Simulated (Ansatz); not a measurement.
`C#[C][GeH3]` + `C[SiH2]N` → `C[SiH2][NH][GeH3]` + `C#C` at 600 K and 1 bar (ligand exchange at a Ge–C bond).

Gas-phase electronic energies from Ansatz, PBE0-D4/def2-TZVP geometries. CCSD(T)/CBS adds triple-zeta CCSD(T) − MP2 to the extrapolated MP2 energy (def2 sets, frozen cores). This one scheme is used for every species. For Ge outer-core shells are correlated without core-valence functions, which leaves a few kJ/mol of doubt a bond. Scalar relativity is left out up to krypton. One conformer a species, not always the lowest.

| species | CCSD(T)/CBS energy (Eh) | H − E (kJ/mol) | S (J/(mol·K)) |
| --- | --- | --- | --- |
| `C#[C][GeH3]` | -2154.54588 | 153.3 | 344.7 |
| `C[SiH2]N` | -386.08232 | 261.1 | 384.5 |
| `C[SiH2][NH][GeH3]` | -2463.39859 | 317.5 | 491.8 |
| `C#C` | -77.22717 | 96.2 | 235.4 |

H − E and S are ideal-gas, rigid-rotor, harmonic terms from PBE0-D4/def2-TZVP, for one conformer and one mirror image of each species. 1 Eh = 2625.50 kJ/mol, R = 8.31446 J/(mol·K).

Task: By hand: ΔE, ΔH, ΔS and ΔG.

Result: ΔE = (-2463.39859) + (-77.22717) − (-2154.54588) − (-386.08232) = 0.00244 Eh = 6.4 kJ/mol. Δ(H − E) = 317.5 + 96.2 − 153.3 − 261.1 = -0.7, so ΔH = 5.7 kJ/mol. ΔS = 491.8 + 235.4 − 344.7 − 384.5 = -2.0 J/(mol·K). ΔG = 5.7 − 600 × (-2.0)/1000 = 6.9 kJ/mol.

Task: By hand: the equilibrium constant, and the temperature at which ΔG would vanish if ΔH and ΔS stayed fixed.

Result: log₁₀ K = −ΔG/(RT ln 10) = -0.6. ΔH and −TΔS have one sign here, so there is no such temperature. One of them is within its doubt of zero, so this could turn.

The number of gas molecules stays the same, so ΔS is small and ΔH decides. A doubt of 5 kJ/mol in ΔE shifts log₁₀ K by 0.4 here. Other conformers and mirror images would add mixing entropy, several J/(mol·K) or more a flexible species. Modes under 60 cm⁻¹, often nearly free rotors, make the harmonic entropy too high. These are equilibria of isolated gas molecules and say nothing of rates. Largest T1 diagnostic: 0.013 (customary marks: 0.02 for closed shells, 0.045 for open ones).
